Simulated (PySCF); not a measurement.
**SMILES C=CS(=O)(=O)C(F)(F)F, C₃H₃F₃O₂S**

Molfile (atoms numbered from 1):
```
C3H3F3O2S
     RDKit          3D

 12 11  0  0  0  0  0  0  0  0999 V2000
    1.9666   -0.0106    0.4318 C   0  0  0  0  0  0  0  0  0  0  0  0
    1.0031   -0.6640   -0.1766 C   0  0  0  0  0  0  0  0  0  0  0  0
   -0.3161    0.2694   -0.9400 S   0  0  0  0  0  6  0  0  0  0  0  0
   -0.8231   -0.4061   -2.0889 O   0  0  0  0  0  0  0  0  0  0  0  0
    0.0187    1.6539   -1.0177 O   0  0  0  0  0  0  0  0  0  0  0  0
   -1.6444    0.1187    0.4097 C   0  0  0  0  0  0  0  0  0  0  0  0
   -1.1796    0.6601    1.5367 F   0  0  0  0  0  0  0  0  0  0  0  0
   -1.8871   -1.1704    0.6509 F   0  0  0  0  0  0  0  0  0  0  0  0
   -2.7756    0.7159    0.0782 F   0  0  0  0  0  0  0  0  0  0  0  0
    2.7874   -0.5063    0.9239 H   0  0  0  0  0  0  0  0  0  0  0  0
    1.9543    1.0676    0.4389 H   0  0  0  0  0  0  0  0  0  0  0  0
    0.8970   -1.7290   -0.2727 H   0  0  0  0  0  0  0  0  0  0  0  0
  1  2  2  0
  2  3  1  0
  3  4  2  0
  3  5  2  0
  3  6  1  0
  6  7  1  0
  6  8  1  0
  6  9  1  0
  1 10  1  0
  1 11  1  0
  2 12  1  0
M  END
```

Computed with quadratic response PBE0/aug-cc-pVDZ first hyperpolarisability, Taylor convention, gas phase (PySCF 2.14.0). Geometry: GFN2-xTB.

(1) Give the tensor of the static β(0;0,0) in the axes of these coordinates.

Answers

(1) In au, Taylor convention; rows are the first index (the induced dipole):
```tsv
	xx	yy	zz	xy	xz	yz
x	-110.8	-23.1	-34.1	+1.7	+1.6	-4.5
y	+1.7	+31.8	+3.3	-23.1	-4.5	+0.8
z	+1.6	+0.8	-0.1	-4.5	-34.1	+3.3
```
Norm of βᵢ = ⅓ Σⱼ (βᵢⱼⱼ + βⱼᵢⱼ + βⱼⱼᵢ): 172.1 au, hyper-Rayleigh value 63.4 au.
